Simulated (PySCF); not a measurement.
Isomers of C4H4. Isolated molecules, 0 K electronic values unless said otherwise. Strings in code marks are SMILES.

The S1 excitation (TDA) from two functionals at the same geometries (CAM-B3LYP-D3(BJ)/def2-TZVP), both in PySCF: PBE-D3(BJ)/def2-TZVP and CAM-B3LYP-D3(BJ)/def2-TZVP. Excitations are Tamm–Dancoff values on a coarser integration grid. The basis has no diffuse functions, so Rydberg states are missing or too high.

```json
[
 {"species": "`C#CC=C`", "PBE-D3(BJ)/def2-TZVP (eV)": "5.03"},
 {"species": "`C1=CC=C1`", "PBE-D3(BJ)/def2-TZVP (eV)": "2.94"},
 {"species": "`C=C=C=C`", "PBE-D3(BJ)/def2-TZVP (eV)": "3.93"}
]
```

Task: What does CAM-B3LYP-D3(BJ)/def2-TZVP give for each?

Result: 
- `C#CC=C`: 5.60
- `C1=CC=C1`: 3.04
- `C=C=C=C`: 4.09
Over these rows, drawn at random from the members with no instability flagged (it was tested for open shells, ions and some series alone), PBE minus CAM-B3LYP-D3(BJ): mean -0.28 eV, from -0.57 eV to -0.10 eV.
